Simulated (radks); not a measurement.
Values are calculated unless marked as measured or tabulated.
Problem. Ti I, 22 electrons, occupied as [Ar] 3d2 4s2. Code: a radial shooting solver on a logarithmic mesh with Libxc functionals. Model: Dirac Kohn-Sham, LDA (Slater exchange, Perdew-Wang correlation), spin-unpolarised, spherical densities, point nucleus; open shells fill j = l - 1/2 first. Some entries of the table are withheld. Estimate them.

orbital,occ.,eigenvalue (hartree),<r> (bohr),r(max) (bohr)
1s1/2,2,-178.4256,(1),0.04564
2s1/2,2,(2),0.3257,(3)
2p1/2,2,(4),(5),0.2180
2p3/2,4,(6),(7),0.2202
3s1/2,2,-2.28715,1.009,0.8695
3p1/2,2,-1.44088,1.082,0.8962
3p3/2,4,-1.41643,1.091,0.9028
4s1/2,2,-0.16872,3.485,2.882
3d3/2,2,-0.16460,1.609,(8)
3d5/2,0,-0.16289,1.615,(9)

Solution. 
(1) 1s1/2 <r> (bohr): 0.06973
(2) 2s1/2 eigenvalue (hartree): -19.67226
(3) 2s1/2 r(max) (bohr): 0.2696
(4) 2p1/2 eigenvalue (hartree): -16.45116
(5) 2p1/2 <r> (bohr): 0.2885
(6) 2p3/2 eigenvalue (hartree): -16.23961
(7) 2p3/2 <r> (bohr): 0.2912
(8) 3d3/2 r(max) (bohr): 0.9759
(9) 3d5/2 r(max) (bohr): 0.9784
